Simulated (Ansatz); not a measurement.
`[CH3][GeH]([NH2])[F]` + `C=O` → `[CH3][GeH]([NH2])[CH]=O` + H–F  (formal exchange of groups at a Ge–F bond)

Calculated with Ansatz (gas phase, PBE0-D4/def2-TZVP geometries, no zero-point term in ΔE). CBS: MP2 limit from def2 TZ/QZ plus the TZ coupled-cluster correction, frozen cores. This one scheme is used for every species. DFT in def2-TZVPP. For Ge outer-core shells are correlated without core-valence functions, which leaves a few kJ/mol of doubt a bond. Scalar relativity is left out up to krypton. One conformer a species, not always the lowest.

CCSD(T)/CBS gives +101.6 kJ/mol.

(1) Another level gave +99.0 kJ/mol. Which?
A. PBE-D4/def2-TZVPP
B. PBE0-D4/def2-TZVPP
C. ωB97M-V/def2-TZVPP
D. PBE0/def2-TZVPP

Largest T1 diagnostic among the species: 0.015.

Results:

(1) B. PBE0-D4 99.0, ωB97M-V 108.2, PBE-D4 95.0, PBE0 103.0 kJ/mol.

From PBE to PBE0 (25 % exact exchange), in def2-TZVPP and without D4, ΔE moves by +3.6 kJ/mol. The D4 term adds −6.9 kJ/mol with B3LYP and −4.0 kJ/mol with PBE0; it sums over pairs of atoms, weighted by their polarisabilities, and B3LYP, whose exchange is more repulsive, gets the larger term.

B3LYP here is the variant with VWN-RPA as its local correlation; programs differ in this.
